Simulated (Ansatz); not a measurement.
`[F][Ga]([F])[Br]`. The species carries charge 0 and has multiplicity 1. The structure was optimised at the PBE0-D4/def2-TZVP level.

```xyz
4

F     0.704   -0.232   -1.625
Ga    0.087   -0.046   -0.018
F     1.070   -0.696    1.249
Br   -1.861    0.973    0.394
```

**Question.** What is the dipole moment at B3LYP/def2-TZVPP? (Best estimate.)

**Answer.** The calculation gave: 1.43 D, with components (-1.24, 0.65, 0.26) D in this frame, pointing from negative to positive charge.

**Question.** And with PBE, r2SCAN, ωB97M-V? (Estimate.)

**Answer.** Computed: PBE 1.33 D, r2SCAN 1.31 D, ωB97M-V 1.34 D.

**Question.** Give the Mulliken charges with B3LYP, PBE, r2SCAN in def2-TZVPP. (An estimate is asked.)

**Answer.** The calculation gave: 
```csv
atom,B3LYP,PBE,r2SCAN
F1,-0.34,-0.29,-0.34
Ga2,0.84,0.74,0.84
F3,-0.34,-0.29,-0.34
Br4,-0.16,-0.15,-0.17
```

B3LYP here is the variant with VWN-RPA as its local correlation; programs differ in this.
